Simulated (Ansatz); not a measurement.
`C#[C][GeH2][F]` + `C[SeH]` → `C[Se][GeH2][F]` + `C#C` at 400 K and 1 bar (ligand exchange at a Ge–C bond).

Calculated with Ansatz (gas phase, PBE0-D4/def2-TZVP geometries, no zero-point term in ΔE). CCSD(T)/CBS is the MP2 limit (def2-TZVPP, def2-QZVPP) plus CCSD(T) − MP2 in def2-TZVPP, frozen cores. This one scheme is used for every species. For Ge, Se outer-core shells are correlated without core-valence functions, which leaves a few kJ/mol of doubt a bond. Scalar relativity is left out up to krypton. Each species was taken in one conformer, which may not be the lowest.

| species | CCSD(T)/CBS energy (Eh) | H − E (kJ/mol) | S (J/(mol·K)) |
| --- | --- | --- | --- |
| `C#[C][GeH2][F]` | -2253.77838 | 123.5 | 339.7 |
| `C[SeH]` | -2441.15625 | 135.4 | 284.5 |
| `C[Se][GeH2][F]` | -4617.72550 | 179.7 | 394.0 |
| `C#C` | -77.22717 | 85.5 | 213.8 |

H − E and S are ideal-gas, rigid-rotor, harmonic terms from PBE0-D4/def2-TZVP, for one conformer and one mirror image of each species. 1 Eh = 2625.50 kJ/mol, R = 8.31446 J/(mol·K).

Question: By hand: ΔE, ΔH, ΔS and ΔG.

Answer: ΔE = (-4617.72550) + (-77.22717) − (-2253.77838) − (-2441.15625) = -0.01804 Eh = -47.4 kJ/mol. Δ(H − E) = 179.7 + 85.5 − 123.5 − 135.4 = 6.3, so ΔH = -41.1 kJ/mol. ΔS = 394.0 + 213.8 − 339.7 − 284.5 = -16.4 J/(mol·K). ΔG = -41.1 − 400 × (-16.4)/1000 = -34.5 kJ/mol.

Question: By hand: the equilibrium constant, and the temperature at which ΔG would vanish if ΔH and ΔS stayed fixed.

Answer: log₁₀ K = −ΔG/(RT ln 10) = 4.5. ΔG = 0 at ΔH/ΔS = 2506 K, far beyond where these terms or the molecules hold.

ΔH outweighs TΔS. A doubt of 5 kJ/mol in ΔE shifts log₁₀ K by 0.7 here. Other conformers and mirror images would add mixing entropy, several J/(mol·K) or more a flexible species. Modes under 60 cm⁻¹, often nearly free rotors, make the harmonic entropy too high. These are equilibria of isolated gas molecules and say nothing of rates. Largest T1 diagnostic: 0.013 (customary marks: 0.02 for closed shells, 0.045 for open ones).
